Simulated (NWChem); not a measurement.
System: CH₅FOSi; SMILES [SiH2](F)CO

```xyz
9

O      0.6102    -1.8381     0.2241
C     -0.3774    -1.0754    -0.4327
Si    -0.4628     0.7156     0.1472
F      0.8886     1.5184    -0.2712
H      0.4020    -1.8609     1.1639
H     -1.3905    -1.5283    -0.3604
H     -0.1329    -1.0857    -1.5087
H     -1.6241     1.4216    -0.4681
H     -0.5539     0.7413     1.6380
```
Atoms are numbered in this order, from 1.

Results from NWChem. Structure relaxed at the PBE0/def2-SVP level. Level: PBE0/def2-SVP with SMD (1 M gas to 1 M solution), gas-phase geometry. Reactions with the solvent are ignored.

For solvent water:

| Item | Result |
|---|---|
| solvation free energy (kcal/mol) | -4.9 |
| cavity-dispersion-structure term (kcal/mol) | 3.3 |
| dipole in solution (D) | 3.12 |

### Question
Estimate the same quantities for solvent toluene.

### Answer
| Item | Result |
|---|---|
| solvation free energy (kcal/mol) | -3.4 |
| cavity-dispersion-structure term (kcal/mol) | -0.7 |
| dipole in solution (D) | 2.73 |
